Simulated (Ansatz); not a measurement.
One change: `[GaH2][CH]1CO1` becomes `FCC1CO1`.

Ansatz, PBE0-D4/def2-TZVP geometries, multiplicity 1. Each molecule was computed in one conformer, which needn't be the lowest.

Scalar relativity is left out up to krypton.

```tsv
property	`[GaH2][CH]1CO1`
HOMO energy (ωB97M-V/def2-TZVPP) / eV	-9.66
HOMO–LUMO gap (PBE/def2-TZVPP) / eV	3.38
size of the dipole moment (PBE/def2-TZVPP) / D	1.52
HOMO energy (B3LYP/def2-TZVPP) / eV	-7.13
HOMO energy (PBE0/def2-TZVPP) / eV	-7.36
HOMO energy (PBE/def2-TZVPP) / eV	-5.89
```

Problem. What does the change do to each property? (An estimate is asked.)

Solution. The calculation gave: 
```
                                      property  `FCC1CO1`  shift
         HOMO energy (ωB97M-V/def2-TZVPP) / eV     -10.68  -1.02
           HOMO–LUMO gap (PBE/def2-TZVPP) / eV       6.86   3.48
size of the dipole moment (PBE/def2-TZVPP) / D       0.52  -1.00
           HOMO energy (B3LYP/def2-TZVPP) / eV      -7.98  -0.85
            HOMO energy (PBE0/def2-TZVPP) / eV      -8.23  -0.87
             HOMO energy (PBE/def2-TZVPP) / eV      -6.53  -0.64
```

With PBE0 the HOMO falls by 0.87 eV and the LUMO rises by 3.11 eV, so the gap widens by about 3.98 eV. PBE moves the HOMO by -0.64 eV and ωB97M-V by -1.02 eV. The zero-point energy changes by 49.2 kJ/mol with +3 modes. Dipoles are sizes alone; their direction can turn.

B3LYP here is the variant with VWN-RPA as its local correlation; programs differ in this.
